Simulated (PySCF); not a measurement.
# F²⁺: excitation energy

F²⁺ [He] 2s2 2p3 (4S) → F²⁺ [He] 2s2 2p2 3d1 (high-spin determinant), as a difference of total energies. Computed with PySCF 2.14 in aug-cc-pV5Z, with the non-relativistic Hamiltonian (point nucleus). Correlated levels: valence: 1s2 frozen. The calculations carry no spin-orbit coupling.

```tsv
method	excitation energy (cm⁻¹)
UHF	391160
PBE0	387360
r2SCAN	391450
BHandHLYP	388580
HSE06	387170
PW91	385240
MP2 (valence)	385290
SCS-MP2 (valence)	381930
```

Question: Estimate what LDA gives.

Answer: 388750 cm⁻¹, closest to BHandHLYP among the rows shown.

Question: Estimate what PBE gives.

Answer: 384280 cm⁻¹, closest to PW91 among the rows shown.

A first-order spin-orbit estimate (lowest level to lowest level, LS coupling) adds -0.036 eV.

The promoted electron is Rydberg-like, and one or two diffuse shells describe it only roughly, which tends to raise the upper state.

The determinant of the upper state mixes LS terms, which raises its energy above the lowest term, most at the Hartree-Fock and MP2 levels.
